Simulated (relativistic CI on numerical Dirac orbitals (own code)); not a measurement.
Transition arrays of Pm18+

Calculated at this level of theory: Dirac-Coulomb-Breit CI, separate exchange-only KLI orbitals for each configuration, model QED, valence Slater integrals scaled by 0.9, whole transition arrays (own radial code, finite nucleus).

Configurations in the expansion (outside the closed core [Ar] 3d10 4s2): 4p6 4d7, 4p6 4d6 4f, 4p5 4d8, 4p6 4d6 5p, 4p6 4d6 5f. Levels of other configurations are missing.

All E1 lines from the levels of 4p6 4d7; mean and standard deviation are weighted by gf, and upper levels are sorted by their leading configuration.

```
Upper configuration  Lines    Σgf  Mean (eV)  Mean (nm)  σ (eV)  Strongest line (nm)
         4p6 4d6 4f   3011  917.9     162.76      7.617    4.22                7.565
            4p5 4d8    280   23.9     152.03      8.155   23.70                7.426
         4p6 4d6 5p   1718   83.2     203.31      6.098    3.58                6.111
         4p6 4d6 5f   2825   75.4     302.81      4.094    3.66                4.050
```

Σgf per state of the lower configuration in bins of 0.1 nm over the central range (centre: value): 4.05: 0.31, 4.15: 0.30, 5.95: 0.07, 6.05: 0.24, 6.15: 0.27, 6.25: 0.07, 7.15: 0.07, 7.25: 0.09, 7.35: 0.19, 7.45: 0.86, 7.55: 2.46, 7.65: 2.95, 7.75: 0.86, 7.85: 0.10.

Problem. How do configuration mixing and the scaling of the Slater integrals move the arrays?

Solution. Slater scale 0.9, no configuration mixing: 4p6 4d6 4f 157.8 ± 6.1 eV (Σgf 692.9), 4p5 4d8 137.6 ± 13.1 eV (Σgf 172.4), 4p6 4d6 5p 203.6 ± 3.5 eV (Σgf 101.0), 4p6 4d6 5f 302.6 ± 3.7 eV (Σgf 92.4); Slater scale 1: 4p6 4d6 4f 165.8 ± 4.4 eV (Σgf 939.5), 4p5 4d8 157.0 ± 24.3 eV (Σgf 23.1), 4p6 4d6 5p 203.4 ± 3.8 eV (Σgf 80.1), 4p6 4d6 5f 302.9 ± 3.9 eV (Σgf 74.9); Slater scale 0.8: 4p6 4d6 4f 159.6 ± 4.0 eV (Σgf 885.3), 4p5 4d8 152.5 ± 20.4 eV (Σgf 35.9), 4p6 4d6 5p 203.3 ± 3.3 eV (Σgf 85.9), 4p6 4d6 5f 302.7 ± 3.4 eV (Σgf 75.8). With mixing, levels are counted to their leading configuration, so an array can shrink or vanish into another, and the sums then hold other lines.
